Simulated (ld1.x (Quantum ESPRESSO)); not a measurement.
**What one change does to a pseudopotential (Ta (Z = 73), TM)**

```
Element                 : tantalum
Generator               : ld1.x (Quantum ESPRESSO) 7.5
Type                    : norm-conserving Troullier–Martins (Kleinman–Bylander form)
Functional              : PBE
Relativity              : scalar-relativistic
Frozen core             : [Xe] 4f14
Valence charge          : 5
Reference configuration : 5d3 6s2 6p0
Partial waves           : 6p (bound, empty): rc 3.35 bohr; 5d (bound): rc 2.45 bohr; 6s (bound): rc 2.15 bohr
Local potential         : the s channel
Core correction         : Bessel-smoothed model core inside 2.20 bohr
```

All-electron outer shells of the reference configuration (PBE, scalar-relativistic, ld1.x):

| shell | level (eV) | outermost node (bohr) | outermost maximum (bohr) |
| --- | --- | --- | --- |
| 5p | -39.40 | 0.58 | 1.13 |
| 4f | -24.70 | – | 0.44 |
| 6s | -5.44 | 1.32 | 2.78 |
| 5d | -3.59 | 0.65 | 1.58 |
| 6p | -1.39 | 1.60 | 3.89 |

Change: wave 5d (bound): rc 2.45 bohr becomes 5d (bound): rc 2.58 bohr.

Cutoffs: the cutoffs (Ry, on a coarse ladder) from which the occupation-weighted sum of valence levels, in a spherical-Bessel basis at the reference potential, stays within 10 and 1 mRy of its value at 400 Ry; they do not see the model core or the augmentation charge, which bear on the density cutoff. Errors are all-electron minus pseudo energies relative to the spin-unpolarised reference configuration.

What does the change do?

The potential gets neither clearly harder nor softer (25 Ry and 35 Ry → 25 Ry and 35 Ry); the errors of the 7 common tests hardly move; neither file shows a bound ghost.

```csv
quantity,base,changed
"cutoff, loose",25 Ry,25 Ry
"cutoff, tight",35 Ry,35 Ry
bound ghosts,none,none
"error for 5d3 6s1 6p0, meV [ΔE 8.47 eV]",-6.3,-6.1
"error for 5d3 6s0 6p0, meV [ΔE 23.44 eV]",-36,-35
"error for 5d2 6s0 6p0, meV [ΔE 47.04 eV]",-229,-230
"error for 5d3.5 6s1.5 6p0, meV [ΔE 0.99 eV]",-11,-10
"error for 5d3 6s0 6p2, meV [ΔE 8.59 eV]",-18,-18
"error for 5d2 6s2 6p1, meV [ΔE 2.99 eV]",-69,-65
"error for 5d2 6s2 6p0, meV [ΔE 7.68 eV]",-28,-26
s: phases at 3.64 bohr within 0.05 rad from the reference energy up to (Ry; the scan ends near 5),0.9,0.9
p: phases at 3.64 bohr within 0.05 rad from the reference energy up to (Ry; the scan ends near 5),1.9,1.9
d: phases at 3.64 bohr within 0.05 rad from the reference energy up to (Ry; the scan ends near 5),0.8,0.8
```
